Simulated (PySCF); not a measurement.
Molecule: SMILES O=S(=O)(O)C1=COC=C1, C$_{4}$H$_{4}$O$_{4}$S.

Cartesian coordinates in Å; atom numbers follow the order of the lines, from 1:
```xyz
13

O     1.9213   -0.1678   -1.8499
S     1.6088    0.2958   -0.5416
O     1.9740    1.6206   -0.1449
O     2.2716   -0.7080    0.5374
C    -0.0968    0.0127   -0.2280
C    -0.9068    0.6624    0.7344
C    -2.1375    0.0948    0.6099
O    -2.1293   -0.8462   -0.3496
C    -0.8959   -0.8944   -0.8560
H     2.7364   -0.1932    1.1991
H    -0.5986    1.4436    1.3961
H    -3.0629    0.2659    1.1225
H    -0.6887   -1.5857   -1.6472
```

Frames of a GFN2-xTB Langevin trajectory at 600 K; GIAO PBE0/pcSseg-1 shieldings in PySCF, gas phase, non-relativistic; equivalent atoms averaged within each frame.

Referencing at the same level of theory: $^{17}$O (336.08 ppm) against H2O; CS2 for $^{33}$S (503.73 ppm); TMS for $^{13}$C (186.93 ppm), $^{1}$H (31.72 ppm). The references are static minima.

How do the shifts (ppm) fluctuate along the trajectory?

Answers


```
         time (fs)     O8  O1/O3     O4   S2     C9     C5     C7     C6   H12   H13
optimised geometry  307.4  234.0  223.0  295  150.9  136.8  148.3  116.4  7.59  7.95
               250  296.4  272.1  232.0  337  149.5  144.1  143.3  120.4  8.34  8.28
               425  301.3  274.2  202.3  333  155.3  141.4  151.4  110.3  7.73  8.56
               625  326.6  244.9  197.5  287  160.6  161.3  154.7  126.4  7.99  9.52
               800  347.8  229.0  229.4  294  153.7  141.1  167.8  124.6  7.84  8.72
              1000  340.3  258.1  252.0  307  157.4  131.6  158.4  122.2  8.57  9.37
    mean of frames  322.5  255.7  222.7  312  155.3  143.9  155.1  120.8  8.09  8.89
standard deviation   22.9   19.0   22.6   23    4.2   10.8    9.0    6.3  0.35  0.53
```

5 frames give an uncertainty of the mean of about the standard deviation over 2.2 at best, since frames this close in time may not be independent; classical motion lacks zero-point vibration, and the reference would need the same averaging.
